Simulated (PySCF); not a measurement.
H4N2O2W, SMILES [NH]=[W]([NH2])(=[O])[OH], multiplicity 1.

Geometry: PBE0-D3(BJ)/def2-SVP. The spin state was assumed, not searched. The structure was generated by enumeration; whether it is a known compound was not checked. The def2 effective core potentials stand for the cores of W; spin–orbit coupling is left out. One conformer was computed; it need not be the lowest.

Computed with PBE0-D3(BJ)/def2-SVP in PySCF.

Frequencies are harmonic and unscaled.

Computed vibrational spectrum:
```
mode  ν (cm⁻¹)  IR (km/mol)  Raman (Å⁴/amu)  depolarisation  moving atoms (share of kinetic energy)
----  --------  -----------  --------------  --------------  --------------------------------------
1          197         15.0             3.6            0.73           N 34 %, H 33 %, O 26 %, W 8 %
2          218         14.6             2.1            0.67          N 34 %, O 32 %, H 22 %, W 12 %
3          223          7.4             4.7            0.75                  N 44 %, H 30 %, O 23 %
4          240          0.9             1.8            0.73          O 62 %, H 16 %, N 13 %, W 10 %
5          261         57.7             2.7            0.69                  O 48 %, H 36 %, N 13 %
6          310         27.7             4.3            0.71                  H 50 %, O 26 %, N 22 %
7          371         13.4             1.2            0.75                           H 85 %, N 9 %
8          463        161.8             1.3            0.75                          H 78 %, N 21 %
9          537        203.7             0.2            0.75                          H 78 %, N 19 %
10         597        216.0             1.1            0.74                          H 72 %, O 25 %
11         659          8.0             1.2            0.72                  H 66 %, N 20 %, O 13 %
12         679         12.4             0.9            0.29                          H 65 %, N 29 %
13         721         54.5            14.6            0.10                  O 39 %, N 38 %, H 17 %
14         741        167.3             2.7            0.74          H 40 %, N 28 %, O 22 %, W 10 %
15         993        183.9            10.1            0.46                  N 52 %, O 30 %, W 11 %
16        1033         72.5            33.8            0.03                          O 61 %, N 31 %
17        1517         36.1            10.2            0.56                          H 89 %, N 11 %
18        3592        107.0           137.7            0.16                                  H 96 %
19        3650        139.3           150.8            0.33                                  H 93 %
20        3699         57.1            55.4            0.74                           H 91 %, N 9 %
21        3933        216.0            97.4            0.27                                  H 94 %
```
